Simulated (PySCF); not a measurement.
Coordinates in bohr (charge 0 multiplicity 1):
```
Ge   -0.7312    0.0000    0.1320
F     2.0227    0.0000    2.0200
O     0.8058    0.0000   -2.8406
H     2.6243    0.0000   -2.7303
```

Level of theory: PySCF, PBE0, basis Ge def2-TZVP, F def2-TZVP, O def2-TZVP, H def2-TZVP (no relativity, density fitting).

This geometry of GeF(OH) is a stationary point at this level.

Task: What is the point group?

Result: Cs.

Task: Is it a minimum?

Result: Yes: all harmonic wavenumbers are real.

Task: Which band is strongest in the infrared?

Result: 502 cm⁻¹ (a''), 142 km/mol.

Task: What are the dipole moment and the gap between the highest occupied and lowest empty levels?

Result: 0.59 D and 6.32 eV.

Task: Give the ideal-gas entropy at 298.15 K and 1 bar by parts.

Result: translation 167.5, rotation 99.6, vibration 13.6, spin 0.0; total 280.6 J/(mol K).

This need not be the most stable arrangement of these atoms.
